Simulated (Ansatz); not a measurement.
[CrS4]2- (CrS4²⁻): single points at one geometry.

```yaml
crystal:
  periodic: [false, false, false]
  atoms:
    - {symbol: Cr, position_ang: [0.000909, 0.000696, 0.000739]}
    - {symbol: S, position_ang: [0.010920, -0.018410, 2.101928]}
    - {symbol: S, position_ang: [1.978137, 0.009973, -0.710246]}
    - {symbol: S, position_ang: [-0.999494, 1.717898, -0.682194]}
    - {symbol: S, position_ang: [-0.990472, -1.710167, -0.710218]}
basis:
  gaussian: {orbitals: def2-TZVPD, initial_orbitals: start.molden}
total_charge: -2
hamiltonian: {xc: {name: revPBE}, dispersion: d4}
scf: {omitted_lower_state_checks: [starts]}
output: {orbitals: {seedname: orbitals}}
```

The file start.molden holds the orbitals of an earlier run on this structure, at another level or in another basis.

```sh
$ ansatz run in.yaml --threads 4 --pin off --events-out ev --progress --plain --max-ram 3916MiB
```

Output, abridged:

```
Functional definition: revPBE
1614 factors; their error is unknown
mean field evaluation 1: about -71758.8550 eV, gradient 1.4e1 eV
mean field evaluation 2: about -71759.0217 eV, gradient 3.0e-1 eV
mean field evaluation 4: about -71759.0058 eV, gradient 4.4e-2 eV
mean field -71759.00578286 eV, -2637.0948225191 hartree, gradient 3.3e-5 eV, S^2 0.000000; 0 other end points of the search recorded, 0 dependent functions left out
reference -71759.00583894 eV, -2637.0948245800 hartree; 45, 45 occupied and 187, 187 virtual orbitals, 1614 factors
Total energy: -71759.82831115 eV, -2637.1250498763 hartree
Checks for a lower state left out: starts
```

It took 3.6 s on 4 threads of Arm Neoverse V2 on a shared host.

As the first input, with `hamiltonian: {xc: pbe0, dispersion: d4}` (abridged; 7 s):

```
Functional definition: PBE0
mean field -71746.25231012 eV, -2636.6261410405 hartree, gradient 6.3e-5 eV, S^2 0.000000
Total energy: -71746.57082605 eV, -2636.6378462851 hartree
Checks for a lower state left out: starts
```

Geometry: PBE-D4/def2-SVPD.

A multiply charged anion in the gas phase is held together partly by the finite basis. The restricted singlet is unstable towards broken spin symmetry in Hartree–Fock (as tested in another run); at revPBE-D4/def2-TZVPD, PBE0-D4/def2-TZVPD this wasn't settled. At revPBE-D4/def2-TZVPD, PBE0-D4/def2-TZVPD the highest occupied level of the charge -2 singlet lies above zero (up to 3.21 eV). The electron is either unbound and held by the finite basis, or the level is raised by self-interaction error.
